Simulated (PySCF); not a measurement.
# Se²⁺ (selenium, charge +2) across methods

[Ar] 3d10 4s1 4p3, high-spin 5S determinant (an excited configuration). Calculation: PySCF 2.14, in x2c-QZVPPall with one added diffuse shell each of s, p, d, f type (12s9p6d5f1g, 113 functions); scalar relativity by spin-free X2C-1e.

| method | E (hartree) | mean ε 3d β (eV) | mean ε 4s α (eV) | mean ε 4p α (eV) | Σ⟨r²⟩ (bohr²) | ⟨S²⟩ |
| --- | --- | --- | --- | --- | --- | --- |
| TPSSh | -2428.371 | -78.354 | -41.277 | -28.352 | 24.48 | 6.001 |
| UHF | -2426.83537 | -94.053 | -49.524 | -33.249 | 24.61 | 6.002 |
| LDA | -2424.835 | -76.829 | -40.099 | -27.689 | 24.53 | 6.001 |
| r2SCAN | -2428.435 | -77.501 | -41.149 | -28.203 | 24.40 | 6.002 |
| PBE | -2428.103 | -76.486 | -40.024 | -27.639 | 24.53 | 6.001 |
| BLYP | -2428.513 | -76.380 | -39.665 | -27.257 | 24.55 | 6.001 |
| PBE0 | -2428.163 | -81.191 | -42.597 | -29.202 | 24.49 | 6.001 |

Estimate the same row for HSE06.

E (hartree) = -2428.153; mean ε 3d β (eV) = -80.717; mean ε 4s α (eV) = -42.135; mean ε 4p α (eV) = -28.756; Σ⟨r²⟩ (bohr²) = 24.51; ⟨S²⟩ = 6.001.
